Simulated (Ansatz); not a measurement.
Reaction (formal exchange of groups at the Si–C bond): `C=C[SiH](O)Cl` + `C[SiH2]O` → `O[SiH2]C[SiH](O)Cl` + ethylene

Isolated molecules relaxed with PBE0-D4/def2-TZVP in Ansatz; ΔE leaves out vibrations. CCSD(T)/CBS is the MP2 limit (def2-TZVPP, def2-QZVPP) plus CCSD(T) − MP2 in def2-TZVPP, frozen cores. This one scheme is used for every species. Functionals use def2-TZVPP. One conformer a species, not always the lowest.

```csv
level,ΔE (kcal/mol)
B2PLYP,-4.2
HF/def2-QZVPP,-2.5
```

What does CCSD(T)/CBS give? (Estimate.)

Ansatz gave: -5.6 kcal/mol. The listed levels differ from it by 1.4, 3.1 kcal/mol.

Largest T1 diagnostic among the species: 0.011.

The D4 term adds −2.2 kcal/mol with B3LYP and −1.2 kcal/mol with PBE0; it sums over pairs of atoms, weighted by their polarisabilities, and B3LYP, whose exchange is more repulsive, gets the larger term. In def2-TZVPP, CCSD(T) changes the Hartree–Fock value by −2.9 kcal/mol (the triples alone add −0.4 kcal/mol) and MP2 by −3.0 kcal/mol.

B3LYP here is the variant with VWN-RPA as its local correlation; programs differ in this.
